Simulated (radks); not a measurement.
Task: The silicon ion Si2+, [Ne] 3s2. Calculated with a radial shooting solver on a logarithmic mesh with Libxc functionals: non-relativistic Kohn-Sham, PBE, spin-polarised, spherical densities, point nucleus. Every spin shell is full or empty, so the densities are truly spherical. Functionals are evaluated on that one density, not self-consistently. Rank these orbital-free kinetic functionals by their error against the exact value of the orbitals, and give that value: Thomas-Fermi, TF + vW, TF + vW/9, TF + vW/5, LC94, APBEK, revAPBEK, Pearson, LKT, PG1, DePristo-Kress, Ernzerhof.

Result: Exact: 287.939 hartree. From best to worst, with 100 (|E| - |E exact|)/|E exact| (equal figures are ties): DePristo-Kress +0.03, LC94 +0.17, Ernzerhof +0.20, APBEK +0.30, TF + vW/9 -0.50, revAPBEK +0.69, Pearson -1.73, TF + vW/5 +5.15, Thomas-Fermi -7.56, PG1 +26.40, LKT +32.44, TF + vW +56.01.
